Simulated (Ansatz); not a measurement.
Isolated molecules relaxed with PBE0-D4/def2-TZVP in Ansatz; ΔE leaves out vibrations. CBS: MP2 limit from def2 TZ/QZ plus the TZ coupled-cluster correction, frozen cores. This one scheme is used for every species, atoms too. For atomizations the MP2-based limit and the directly extrapolated one differ by several kJ/mol either way, and by 10 to 25 for some Ge, Se and Sn compounds, so smaller differences from it don't rank the levels. Functionals use def2-TZVPP. No spin–orbit coupling; open shells (•) take unrestricted orbitals. Spin–orbit coupling would lower the free atoms: a little for C, O. Each species was taken in one conformer, which may not be the lowest.

Consider the atomization: `CCCC(=O)OCC` → 6 C• + 12 H• + 2 O•.

What is ΔE at CCSD(T)/CBS? (Best estimate.)

Computed: +8252.9 kJ/mol.

What do these levels give: B97M-V, r2SCANh-D4, r2SCAN0-D4, CAM-B3LYP-D4, ωB97M-V, B2PLYP, r2SCAN, PBE0, LC-ωPBE, SCS-MP2/def2-TZVPP, CCSD/def2-TZVPP, HF/CBS(def2)? (Best estimate.)

The calculation gave: B97M-V 8270.0, r2SCANh-D4 8241.9, r2SCAN0-D4 8172.0, CAM-B3LYP-D4 8303.2, ωB97M-V 8283.6, B2PLYP 8182.0, r2SCAN 8280.0, PBE0 8282.2, LC-ωPBE 8266.3, SCS-MP2/def2-TZVPP 8150.1, CCSD/def2-TZVPP 7946.8, HF/CBS(def2) 6083.4 kJ/mol.

Largest T1 diagnostic among the species: 0.013.

From r2SCAN to r2SCAN0 (25 % exact exchange), in def2-TZVPP and without D4, ΔE moves by −120.6 kJ/mol: exact exchange takes away binding that semilocal exchange gives to molecules. In def2-TZVPP, CCSD(T) changes the Hartree–Fock value by +1991.8 kJ/mol (the triples alone add +120.2 kJ/mol) and MP2 by +2127.9 kJ/mol; breaking electron pairs costs correlation energy, which Hartree–Fock lacks.
